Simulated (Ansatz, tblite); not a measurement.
Cost and result up the ladder for `[SeH]CCCCc1ccc(-c2ccc(-c3cccs3)s2)s1` (36 atoms). The state is a singlet with charge 0. Geometry: r2SCAN-D4/def2-SVP.

Cartesian coordinates in Å:
```
Se -1.9478 -1.4771 -5.7277
C -0.3632 -0.4757 -6.3441
C -0.1508 0.8850 -5.6877
C -0.0874 0.8941 -4.1612
C 1.0037 -0.0155 -3.5816
C 1.1326 0.0757 -2.0946
C 2.1900 0.5436 -1.3430
C 1.9568 0.5034 0.0559
C 0.7073 0.0029 0.3880
C 0.1165 -0.1906 1.6882
C -1.1120 -0.7475 2.0209
C -1.3652 -0.7677 3.4091
C -0.3336 -0.2307 4.1679
C -0.2572 -0.1045 5.6039
C -1.0588 -0.7138 6.5608
C -0.7134 -0.3550 7.8888
C 0.3487 0.5192 7.9478
S 0.9259 0.9209 6.3737
S 0.9659 0.3011 3.1313
S -0.1770 -0.4146 -1.0595
H -2.9082 -0.4381 -6.1350
H 0.4705 -1.1647 -6.1357
H -0.4302 -0.3760 -7.4375
H -0.9517 1.5713 -6.0155
H 0.7899 1.3016 -6.0975
H -1.0648 0.5849 -3.7514
H 0.0844 1.9271 -3.8141
H 1.9832 0.2448 -4.0203
H 0.7982 -1.0631 -3.8692
H 3.1165 0.9031 -1.7973
H 2.6809 0.8259 0.8077
H -1.8084 -1.1244 1.2680
H -2.2866 -1.1481 3.8542
H -1.8566 -1.4131 6.3037
H -1.2244 -0.7356 8.7759
H 0.8262 0.9510 8.8272
```

Ansatz on 2 threads of AMD EPYC 7R13 on a shared host and a share (18 GiB) of an NVIDIA H100 80GB HBM3; xTB runs through tblite on one thread. Times are rough, summed over both states, and most runs start from the orbitals of an earlier one. PBE0-D4/def2-TZVP serves as the yardstick here, not as an exact answer. The other state is a triplet.

The xTB rows come from tblite. Single mean-field runs in def2-TZVP are fitted with def2-universal-jkfit.

xTB has no spin-polarisation term.

```csv
level,functions,wall time
GFN2-xTB,116,0.13 s
GFN1-xTB,132,0.17 s
PBE-D4/def2-TZVP,751,13 s
PBE0-D4/def2-TZVP (with forces),751,18 s
```

Q: Estimate what each level gives for the vertical triplet (eV).

A: 
| level | vertical triplet (eV) | difference from PBE0-D4/def2-TZVP (eV) |
| --- | --- | --- |
| GFN2-xTB | 2.08 | 0.01 |
| GFN1-xTB | 2.13 | 0.06 |
| PBE-D4/def2-TZVP | 1.96 | -0.11 |
| PBE0-D4/def2-TZVP (with forces) | 2.07 | 0.00 |
